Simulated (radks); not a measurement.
Problem. The xenon ion Xe3+, 51 electrons, occupied as [Kr] 4d10 5s2 5p2 5d1 (not the ground configuration). All-electron calculation, scalar-relativistic Kohn-Sham, LDA (Slater exchange, Perdew-Wang correlation), spin-polarised, spherical densities, finite nucleus; open shells are filled with parallel spins first (spin-orbit coupling, left out, can overturn this in heavy ions); Fermi nuclear charge, rms radius 4.7859 fm. Program: a radial shooting solver on a logarithmic mesh with Libxc functionals. Some entries of the table are withheld. Estimate them.

orbital  occ.  eigenvalue (hartree)  <1/r> (bohr^-1)  <r^2> (bohr^2)
1s up       1             -1263.083            58.05       0.0009654
1s down     1             -1263.079            58.05       0.0009654
2s up       1             -197.7581            13.32         0.01552
2s down     1             -197.7545            13.32         0.01552
2p up       3             -177.6965            12.72         0.01229
2p down     3             -177.6922            12.72         0.01229
3s up       1             -41.50510            4.784          0.1076
3s down     1             -41.50063            4.784          0.1076
3p up       3             -35.02321            4.548          0.1077
3p down     3             -35.01836            4.549          0.1077
3d up       5             -25.37913            4.310         0.09339
3d down     5             -25.37423            4.310         0.09338
4s up       1              -8.57706            1.956          0.5799
4s down     1              -8.56686            1.956          0.5794
4p up       3              -6.51919            1.795          0.6656
4p down     3              -6.50812            1.796          0.6641
4d up       5                   (1)            1.519          0.8893
4d down     5                   (2)            1.524          0.8808
5s up       1              -1.95592           0.7581           3.357
5s down     1              -1.87968           0.7656           3.323
5p up       2              -1.45832              (3)             (4)
5p down     0              -1.37611              (5)             (6)
5d up       1              -0.81967           0.4817           7.989
5d down     0              -0.74669           0.4660           8.565

Solution. 
(1) 4d up eigenvalue (hartree): -3.51575
(2) 4d down eigenvalue (hartree): -3.49975
(3) 5p up <1/r> (bohr^-1): 0.6552
(4) 5p up <r^2> (bohr^2): 4.405
(5) 5p down <1/r> (bohr^-1): 0.6577
(6) 5p down <r^2> (bohr^2): 4.421
